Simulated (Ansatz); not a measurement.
Ansatz (a first-principles code) input (B3LYP-D3(BJ)/def2-TZVP):

Ansatz 0.2 input:
```yaml
crystal:
  periodic: [false, false, false]
  atoms:
    - {symbol: W, position_ang: [0.01757349, -0.01275931, 0.00308912]}
    - {symbol: O, position_ang: [1.55011980, -0.35754916, -0.69170745]}
    - {symbol: O, position_ang: [-0.49460678, -0.85007245, 1.41267440]}
    - {symbol: O, position_ang: [-1.00200453, 1.17111037, -0.71051521]}
basis:
  gaussian:
    orbitals: def2-TZVP
hamiltonian:
  xc: b3lyp
  dispersion: d3bj
total_charge: -1
magnetization: {spin_polarized: true, initial_magnetization: 1}
relax: {f_tol: 0.002, max_steps: 150}
```

Output:

```
Functional definition: B3LYP
integrals: 0.05 GiB planned
846 factors; their error is unknown
mean field: 0.58 GiB planned
mean field evaluation 1: about -7963.7010 eV, gradient 5.6e1 eV
mean field evaluation 2: about -7838.4682 eV, gradient 1.9e2 eV
mean field evaluation 4: about -7975.0276 eV, gradient 5.4e0 eV
mean field evaluation 8: about -7975.1601 eV, gradient 7.1e-2 eV
mean field evaluation 16: about -7975.1813 eV, gradient 1.1e-4 eV
mean field -7975.18134774 eV, -293.0825087575 hartree, gradient 1.9e-5 eV, S^2 0.755916; 0 other end points of the search recorded, 0 dependent functions left out
the calculation of the forces begins
reference -7975.18158215 eV, -293.0825173719 hartree; 20, 19 occupied and 113, 114 virtual orbitals, 846 factors
relax step   1: F+E_penalty+E_count = -7975.31901249 eV  Δ(F+E_penalty+E_count) = +0.000e0 eV  max|allowed force component| = 2.889e0 eV/Å  Δτ_max = 0.0000 Å  (33 SCF iters, accepted)
these checks for a lower state are left out or cut short: starts, cluster_reference, orbital_swaps, neighbouring_geometries, increment
integrals: 0.05 GiB planned
846 factors; their error is unknown
mean field: 0.58 GiB planned
mean field -7975.43295688 eV, -293.0917552228 hartree, gradient 2.2e-5 eV, S^2 0.757867; 0 other end points of the search recorded, 0 dependent functions left out
the calculation of the forces begins
reference -7975.43318639 eV, -293.0917636570 hartree; 20, 19 occupied and 113, 114 virtual orbitals, 846 factors
relax step   2: F+E_penalty+E_count = -7975.56865343 eV  Δ(F+E_penalty+E_count) = -2.496e-1 eV  max|allowed force component| = 8.565e-2 eV/Å  Δτ_max = 0.0559 Å  (42 SCF iters, accepted)
these checks for a lower state are left out or cut short: starts, cluster_reference, orbital_swaps, neighbouring_geometries, increment
integrals: 0.05 GiB planned
846 factors; their error is unknown
mean field: 0.57 GiB planned
mean field evaluation 32: about -7975.4243 eV, gradient 3.6e-4 eV
mean field -7975.42431190 eV, -293.0914375256 hartree, gradient 1.4e-5 eV, S^2 0.756905; 0 other end points of the search recorded, 0 dependent functions left out
the calculation of the forces begins
reference -7975.42453856 eV, -293.0914458551 hartree; 20, 19 occupied and 113, 114 virtual orbitals, 846 factors
relax step   3: F+E_penalty+E_count = -7975.56009213 eV  Δ(F+E_penalty+E_count) = +8.561e-3 eV  max|allowed force component| = 1.265e0 eV/Å  Δτ_max = 0.1950 Å  (50 SCF iters, rejected (line search))
these checks for a lower state are left out or cut short: starts, cluster_reference, orbital_swaps, neighbouring_geometries, increment
integrals: 0.05 GiB planned
846 factors; their error is unknown
mean field: 0.58 GiB planned
mean field -7975.44656655 eV, -293.0922553690 hartree, gradient 1.7e-5 eV, S^2 0.757468; 0 other end points of the search recorded, 0 dependent functions left out
the calculation of the forces begins
reference -7975.44679678 eV, -293.0922638297 hartree; 20, 19 occupied and 113, 114 virtual orbitals, 846 factors
relax step   4: F+E_penalty+E_count = -7975.58234028 eV  Δ(F+E_penalty+E_count) = -1.369e-2 eV  max|allowed force component| = 3.552e-1 eV/Å  Δτ_max = 0.0951 Å  (47 SCF iters, accepted)
these checks for a lower state are left out or cut short: starts, cluster_reference, orbital_swaps, neighbouring_geometries, increment
integrals: 0.05 GiB planned
846 factors; their error is unknown
mean field: 0.58 GiB planned
mean field -7975.47132323 eV, -293.0931651600 hartree, gradient 1.9e-5 eV, S^2 0.756307; 0 other end points of the search recorded, 0 dependent functions left out
the calculation of the forces begins
reference -7975.47155084 eV, -293.0931735247 hartree; 20, 19 occupied and 113, 114 virtual orbitals, 846 factors
relax step   5: F+E_penalty+E_count = -7975.60769787 eV  Δ(F+E_penalty+E_count) = -2.536e-2 eV  max|allowed force component| = 4.790e-1 eV/Å  Δτ_max = 0.0961 Å  (51 SCF iters, accepted)
these checks for a lower state are left out or cut short: starts, cluster_reference, orbital_swaps, neighbouring_geometries, increment
integrals: 0.05 GiB planned
846 factors; their error is unknown
mean field: 0.58 GiB planned
mean field -7975.48631671 eV, -293.0937161602 hartree, gradient 1.9e-5 eV, S^2 0.755252; 0 other end points of the search recorded, 0 dependent functions left out
the calculation of the forces begins
reference -7975.48654641 eV, -293.0937246015 hartree; 20, 19 occupied and 113, 114 virtual orbitals, 846 factors
relax step   6: F+E_penalty+E_count = -7975.62358940 eV  Δ(F+E_penalty+E_count) = -1.589e-2 eV  max|allowed force component| = 1.719e-2 eV/Å  Δτ_max = 0.0541 Å  (49 SCF iters, accepted)
these checks for a lower state are left out or cut short: starts, cluster_reference, orbital_swaps, neighbouring_geometries, increment
integrals: 0.05 GiB planned
846 factors; their error is unknown
mean field: 0.58 GiB planned
mean field evaluation 64: about -7975.4863 eV, gradient 7.8e-2 eV
mean field -7975.48630258 eV, -293.0937156412 hartree, gradient 1.8e-5 eV, S^2 0.755203; 0 other end points of the search recorded, 0 dependent functions left out
the calculation of the forces begins
reference -7975.48653243 eV, -293.0937240880 hartree; 20, 19 occupied and 113, 114 virtual orbitals, 846 factors
relax step   7: F+E_penalty+E_count = -7975.62362156 eV  Δ(F+E_penalty+E_count) = -3.216e-5 eV  max|allowed force component| = 2.063e-3 eV/Å  Δτ_max = 0.0031 Å  (65 SCF iters, accepted)
these checks for a lower state are left out or cut short: starts, cluster_reference, orbital_swaps, neighbouring_geometries, increment
integrals: 0.05 GiB planned
846 factors; their error is unknown
mean field: 0.58 GiB planned
mean field -7975.48630638 eV, -293.0937157805 hartree, gradient 2.1e-5 eV, S^2 0.755207; 0 other end points of the search recorded, 0 dependent functions left out
the calculation of the forces begins
reference -7975.48653621 eV, -293.0937242269 hartree; 20, 19 occupied and 113, 114 virtual orbitals, 846 factors
relax step   8: F+E_penalty+E_count = -7975.62362208 eV  Δ(F+E_penalty+E_count) = -5.235e-7 eV  max|allowed force component| = 1.031e-4 eV/Å  Δτ_max = 0.0004 Å  (64 SCF iters, accepted)
integrals: 0.05 GiB planned
846 factors; their error is unknown
mean field: 0.58 GiB planned
mean field evaluation 96: about -7975.4863 eV, gradient 2.9e-5 eV
mean field -7975.48630638 eV, -293.0937157805 hartree, gradient 2.3e-5 eV, S^2 0.755207; 1 other end points of the search recorded, 0 dependent functions left out
the calculation of the forces begins
reference -7975.48653621 eV, -293.0937242269 hartree; 20, 19 occupied and 113, 114 virtual orbitals, 846 factors
Total energy: -7975.62385192 eV, -293.0987704859 hartree
Atom 0 at    -0.095991    -0.204182    -0.152074 Å, force    -0.000002     0.000047     0.000043 eV/Å
Atom 1 at     1.595532    -0.295496    -0.643352 Å, force    -0.000081     0.000006     0.000026 eV/Å
Atom 2 at    -0.459213    -0.790401     1.471305 Å, force     0.000025     0.000039    -0.000103 eV/Å
Atom 3 at    -0.969246     1.240809    -0.662338 Å, force     0.000058    -0.000092     0.000034 eV/Å
Dipole moment:    -0.155191    -0.261734    -0.212071 e Å
```

The spin state was set by rule; other spins were not relaxed.
